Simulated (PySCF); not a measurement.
# Computed properties of PbFI, SMILES [F][Pb][I]

PbFI, SMILES [I][Pb][F] (connectivity only; charge and spin as stated), neutral, multiplicity 1. Geometry: B3LYP-D3(BJ)/def2-TZVP. The def2 effective core potentials stand for the cores of I, Pb; spin–orbit coupling is left out. Other conformers were not sampled. All values are computed for the isolated molecule unless a solvent is named; none is compared with measurement here.

**Structure.** The optimised structure has Cs symmetry. All 3 harmonic modes at B3LYP-D3(BJ)/def2-TZVP (PySCF) are real, so it is a minimum. With heavy atoms numbered as in [Pb:1]([F:2])[I:3], the shortest bond between them is Pb1–F2 at 2.062 Å and the longest Pb1–I3 at 2.834 Å.

**Vibrations.** The strongest infrared lines (harmonic, unscaled, degenerate partners summed) lie at 515 cm⁻¹ (103 km/mol, F 92 %, Pb 8 %), 163 cm⁻¹ (27 km/mol, I 56 %, Pb 41 %), 103 cm⁻¹ (3 km/mol, F 80 %, I 15 %). The softest mode is at 103 cm⁻¹ and the zero-point energy is 1.1 kcal/mol.

**Electronic structure.** ωB97X/def2-TZVPD (PySCF) places the frontier levels at -9.60 and -1.40 eV, a gap of 8.20 eV, and gives a dipole moment of 4.62 D and a mean polarisability of 81.8 bohr³.

**Excitations.** TDDFT-M06-2X/def2-SVPD (PySCF) has S1 at 3.53 eV (351 nm, f = 0.002, dark); the most intense of the 10 singlets computed lies at 5.69 eV (f = 0.06). T1 (TDA) is at 3.13 eV. No vertical singlet excitation falls in the visible range (under 3.1 eV).
